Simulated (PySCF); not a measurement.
Molecule: SMILES C=C/C=C\CC(F)(F)F, C$_{6}$H$_{7}$F$_{3}$.

Cartesian coordinates in Å; atom numbers follow the order of the lines, from 1:
```xyz
16

C     2.9833    0.3650   -0.4651
C     1.7172    0.4001   -0.0616
C     0.9753   -0.7933    0.2791
C    -0.2810   -0.8657    0.7192
C    -1.2130    0.2864    0.9520
C    -2.4246    0.1732    0.0438
F    -3.2790    1.1963    0.2214
F    -3.1283   -0.9480    0.2591
F    -2.0966    0.1764   -1.2557
H     3.5209   -0.5647   -0.5537
H     3.5256    1.2588   -0.7200
H     1.2103    1.3514    0.0134
H     1.5249   -1.7182    0.1622
H    -0.7157   -1.8336    0.9285
H    -0.7436    1.2488    0.7526
H    -1.5834    0.2760    1.9810
```

Frames of a GFN2-xTB Langevin trajectory at 600 K; GIAO PBE0/pcSseg-1 shieldings in PySCF 2.14.0 with density-fitted response routines, gas phase, non-relativistic; equivalent atoms averaged within each frame.

References, each an isolated molecule treated in the same way: TMS for 13C (σref 186.93), 1H (σref 31.72); CFCl3 for 19F (σref 170.95). The references are static minima.

How do the shifts (ppm) fluctuate along the trajectory?

## Answers


| time (fs) | C3 | C4 | C6 | C2 | C1 | C5 | F7/F8/F9 | H13 | H12 | H14 |
| --- | --- | --- | --- | --- | --- | --- | --- | --- | --- | --- |
| optimised geometry | 143.3 | 128.0 | 135.0 | 138.4 | 128.9 | 38.0 | -81.5 | 6.54 | 6.93 | 5.79 |
| 250 | 145.2 | 143.3 | 140.5 | 136.7 | 131.6 | 47.2 | -63.1 | 7.33 | 7.08 | 6.53 |
| 425 | 154.1 | 126.4 | 131.3 | 156.7 | 140.4 | 37.3 | -80.7 | 7.81 | 6.77 | 5.90 |
| 625 | 127.8 | 138.6 | 130.8 | 133.0 | 125.8 | 48.3 | -65.5 | 6.71 | 5.89 | 5.49 |
| 800 | 140.1 | 128.0 | 143.2 | 132.2 | 125.4 | 48.5 | -51.1 | 7.55 | 5.77 | 5.58 |
| 1000 | 160.9 | 140.9 | 130.6 | 148.0 | 134.8 | 49.5 | -85.7 | 7.04 | 6.89 | 6.71 |
| mean of frames | 145.6 | 135.4 | 135.3 | 141.3 | 131.6 | 46.2 | -69.2 | 7.29 | 6.48 | 6.04 |
| standard deviation | 12.8 | 7.7 | 6.1 | 10.7 | 6.3 | 5.0 | 14.0 | 0.43 | 0.60 | 0.55 |

5 frames give an uncertainty of the mean of about the standard deviation over 2.2 at best, since frames this close in time may not be independent; classical motion lacks zero-point vibration, and the reference would need the same averaging.
